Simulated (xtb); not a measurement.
Si(H)(Me)2(NH2) (C₂H₉NSi), SMILES N[SiH](C)C. All values are semi-empirical tight-binding results from xtb (GFN2-xTB unless named), good for trends rather than for accurate numbers. Geometry: GFN2-xTB. The values are those of a single conformer.

Optimised geometry:

Bonded distances (Å): Si1–C2 1.908, Si1–C3 1.898, Si1–N4 1.729, Si1–H5 1.470, C2–H6 1.087, C2–H7 1.087, C2–H8 1.086, C3–H9 1.085, C3–H10 1.087, C3–H11 1.085, N4–H12 1.007, N4–H13 1.007. Bond angles (°): C2–Si1–C3 109.4, C2–Si1–N4 115.0, C2–Si1–H5 109.2, C3–Si1–N4 106.1, C3–Si1–H5 112.0, N4–Si1–H5 105.1, Si1–C2–H6 111.9, Si1–C2–H7 111.0, Si1–C2–H8 111.6, H6–C2–H7 107.4, H6–C2–H8 107.4, H7–C2–H8 107.3, Si1–C3–H9 110.9, Si1–C3–H10 111.9, Si1–C3–H11 111.1, H9–C3–H10 107.7, H9–C3–H11 107.7, H10–C3–H11 107.5, Si1–N4–H12 119.4, Si1–N4–H13 119.2, H12–N4–H13 109.8.

Computed properties:
The orbital gap comes out as 6.37 eV. The dipole moment is 1.28 D. The zero-point energy is 67.0 kcal/mol, the G − E(el) at 298.15 K (modified RRHO) is 47.7 kcal/mol and the static polarisability (D4 model) comes out as 64.9 bohr³. The solvation energy, GFN2-xTB/ALPB(water) is -2.2 kcal/mol and the solvation energy, GFN2-xTB/ALPB(acetonitrile) is -3.8 kcal/mol.

Question: Give the atomic charges and the Wiberg bond orders between heavy atoms. (An estimate is asked for; the answer gives what the named calculation found.)

Answer: charges (e) Si1 0.48, C2 -0.20, C3 -0.20, N4 -0.41, H5 -0.09, H6 0.03, H7 0.02, H8 0.02, H9 0.02, H10 0.02, H11 0.02, H12 0.15, H13 0.15. Bond orders Si1–C2 0.88, Si1–C3 0.88, Si1–N4 1.13.
